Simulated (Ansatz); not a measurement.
Species: sum formula BN2H4Cl, net charge 0, singlet state. 
Coordinates optimised at B3LYP-D3(BJ)/def2-TZVP (Ansatz, a program for electronic structure):
```
B
N 1 1.4059
H 2 1.0036 1 121.99
H 2 1.0049 3 114.39 1 -180.00
N 1 1.4059 2 124.59 3 -180.00
H 5 1.0036 1 121.99 2 -180.00
H 5 1.0049 6 114.39 1 -180.00
Cl 1 1.8009 2 117.71 3 0.00
```
Charge 0, spin multiplicity 1.

Parts of the frozen-core correlation energy in 6-31G (Ansatz, hartree). Frozen orbitals: 8; correlated occupied orbitals by spin: 12 and 12; virtual: 28 and 28. No spin-orbit coupling. No relativistic terms.

| term | value |
|---|---|
| reference (HF) | -595.46839 |
| MP2 opposite-spin | ___ |
| MP2 same-spin | -0.07262 |
| CCSD correlation | ___ |
| (T) | ___ |
| T1 diagnostic | 0.012 |
| largest doubles amplitude | 0.042 |

### Question
What belongs in the gaps?

### Answer

- MP2 opposite-spin, value: -0.23286
- CCSD correlation, value: -0.33276
- (T), value: -0.00713
